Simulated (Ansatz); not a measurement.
`C#[C][GeH]([CH3])[F]` → `[CH3]`• + `C#[C][GeH][F]`•  (homolysis of the C–Ge bond)

Calculated with Ansatz (gas phase, PBE0-D4/def2-TZVP geometries, no zero-point term in ΔE). CBS: MP2 limit from def2 TZ/QZ plus the TZ coupled-cluster correction, frozen cores. This one scheme is used for every species. Open shells (•) are unrestricted, without spin–orbit coupling. For Ge outer-core shells are correlated without core-valence functions, which leaves a few kJ/mol of doubt a bond. Scalar relativity is left out up to krypton.

`C#[C][GeH]([CH3])[F]`:

```xyz
10

C    -0.182   -2.598    0.661
C     0.103   -1.429    0.606
Ge    0.491    0.427    0.510
C    -0.489    1.284   -0.915
F     2.182    0.542    0.105
H    -0.423   -3.636    0.709
H     0.347    1.071    1.893
H    -1.561    1.222   -0.722
H    -0.199    2.333   -0.989
H    -0.269    0.783   -1.858
```

`[CH3]`•:

Z-matrix (Å, degrees):
```
C
H 1 1.080
H 1 1.080 2 120.0
H 1 1.080 2 120.0 3 180.0
```

`C#[C][GeH][F]`•:

```xyz
6

C     0.748    0.611    1.499
C     0.317    0.154    0.467
Ge   -0.123   -0.633   -1.193
F    -0.884    0.610   -2.148
H     1.107    1.023    2.415
H    -1.165   -1.765   -1.041
```

| species | CCSD(T)/CBS(def2) energy (Eh) |
| --- | --- |
| `C#[C][GeH]([CH3])[F]` | -2293.05688 |
| `[CH3]`• | -39.78218 |
| `C#[C][GeH][F]`• | -2253.13119 |

(1) Work out ΔE.

Largest T1 diagnostic among the species: 0.019.

Results:

(1) ΔE = (-39.78218) + (-2253.13119) − (-2293.05688) = 0.14351 Eh = +3.91 eV.

From PBE to PBE0 (25 % exact exchange), in def2-TZVPP and without D4, ΔE moves by +0.05 eV. At CCSD(T), def2-SVP lies −0.22 eV from the extrapolated value and def2-TZVPP −0.09 eV: correlation converges slowly with the basis, and small sets miss more of it in the bonded molecule than in its fragments. Leaving LDA and LC-ωPBE aside and taking each functional with its dispersion term where it has one, the values, not all of them listed here, spread over 0.41 eV, from BLYP-D4 to ωB97X-V. LDA lies +0.67 eV from PBE without D4, its usual overbinding.
